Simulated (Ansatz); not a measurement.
Gas-phase reaction R1 → P1 + P2, each structure at its B3LYP-D3(BJ)/def2-TZVP stationary point, reached from a drawn start (curvature not checked).
R1, Cl3Cr (SMILES [Cl][Cr]([Cl])[Cl]) (charge 0, multiplicity 4):
```xyz
4

Cr    -0.001     0.000    -0.144
Cl     2.127    -0.010     0.039
Cl    -1.055     1.847     0.046
Cl    -1.071    -1.837     0.059
```
P1, Cl2Cr (SMILES [Cl][Cr][Cl]) (charge 0, multiplicity 5):
```csv
atom,x (Å),y (Å),z (Å)
Cr,0.0017,0.0180,-0.4613
Cl,2.0689,-0.0125,0.2380
Cl,-2.0705,-0.0055,0.2232
```
P2: Cl atom, charge 0, multiplicity 2.

P less R. No zero-point or thermal terms; open shells are unrestricted; no spin–orbit coupling. The spin states of the d-block species are the ones drawn and need not be the lowest.

Cores are frozen in the correlated methods.

The values were computed with Ansatz (a program for electronic structure). Each number belongs to the level named beside it.

Problem. Estimate the reaction energy that CCSD(T)/def2-SVP returns for this input.

Solution. 49.5 kcal/mol

Problem. Give the reaction energy at the level PBE/def2-TZVPP.

Solution. 82.2 kcal/mol

Problem. Estimate the reaction energy that B3LYP/def2-TZVPP returns for this input.

Solution. 67.4 kcal/mol
